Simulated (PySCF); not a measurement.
**SMILES C[C@]1(F)CC(=O)[SiH2][SiH2]1, C₄H₉FOSi₂**

Geometry:
```
atom   x (Å)   y (Å)   z (Å)
  C1  -2.180   0.354   0.629
  C2  -0.821   0.280  -0.026
  F3  -1.007   0.299  -1.425
  C4  -0.068  -1.008   0.274
  C5   1.262  -1.087  -0.471
  O6   1.731  -2.129  -0.850
 Si7   2.131   0.660  -0.733
 Si8   0.358   1.791   0.267
  H9  -2.794  -0.512   0.335
 H10  -2.708   1.271   0.327
 H11  -2.084   0.355   1.724
 H12   0.166  -1.056   1.354
 H13  -0.669  -1.898   0.025
 H14   3.442   0.681  -0.021
 H15   2.329   0.914  -2.188
 H16  -0.207   3.019  -0.360
 H17   0.572   2.006   1.733
```

Method: TDDFT BHandHLYP/def2-SVPD excited states, vertical, gas phase in PySCF 2.14.0. Geometry: PBE0-D3(BJ)/def2-SVP.

Task: Give the one- and two-photon strengths of the lowest singlets.

Result: δ for parallel linear polarisation; σ at the peak of a Lorentzian of half width 0.1 eV, single beam; Ω is circular over linear.
```csv
state,E (eV),f,photon λ (nm),δ (au),σ (GM),Ω,main
S1,3.50,0.000,708,0.51,0.00,1.37,HOMO→LUMO 0.85
S2,6.22,0.007,399,5.75,0.08,0.35,"HOMO−1→LUMO 0.73, HOMO→LUMO+4 0.11"
S3,6.49,0.099,382,275,4.25,0.30,"HOMO→LUMO+1 0.80, HOMO→LUMO+3 0.08"
S4,6.75,0.053,367,61.1,1.02,0.97,"HOMO→LUMO+2 0.59, HOMO→LUMO+3 0.17"
S5,6.84,0.057,363,6.82,0.12,0.58,"HOMO→LUMO+3 0.47, HOMO→LUMO+4 0.18"
```

Among these, the strongest one-photon state is S3, the strongest two-photon state S3, with a dipole change of 4.5 D (relaxed, norm of the difference vector).
